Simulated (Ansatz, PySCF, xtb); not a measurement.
Gas-phase reaction R1 + 2 R2 → P1 + P2, each structure at its B3LYP-D3(BJ)/def2-TZVP stationary point, reached from a drawn start (curvature not checked).
P1, H3InO3 (SMILES [OH][In]([OH])[OH]) (charge 0, multiplicity 1):
```
atom    x (Å)    y (Å)    z (Å)
----  -------  -------  -------
In     0.0005   0.0005  -0.0001
O      1.9803   0.0404   0.1790
H      2.3468  -0.8413   0.3119
O     -1.0084   1.6904  -0.2822
H     -0.4249   2.4569  -0.3141
O     -0.9713  -1.7311   0.1034
H     -1.9230  -1.6159   0.0022
```
R1: HInO (SMILES [OH][In]), charge 0, multiplicity 1.
P2: H2 (SMILES [H][H]), charge 0, multiplicity 1.
R2, H2O (SMILES O) (charge 0, multiplicity 1):
```xyz
3

O      0.00000     0.00000     0.38961
H      0.00000     0.76499    -0.19486
H      0.00000    -0.76499    -0.19486
```

P less R. No zero-point or thermal terms; no spin–orbit coupling. One arrangement of each flexible species, with no search for the lowest.

Programs: Ansatz (a first-principles code); PySCF for the D3/D4 terms; xtb for the GFN methods. All values are computed, each at the level named. Elements past Kr take the def2 small-core potentials, without spin–orbit coupling.

Q: One of these levels gives 40.0 kJ/mol for the reaction energy. Which?
A) B97M-V/def2-TZVPP
B) GFN1-xTB
C) BHLYP/def2-TZVPP
D) revPBE-D3(BJ)/def2-TZVPP

A: A, B97M-V/def2-TZVPP. The others give 241.9 (GFN1-xTB), 55.1 (revPBE-D3(BJ)/def2-TZVPP), 68.6 (BHLYP/def2-TZVPP)
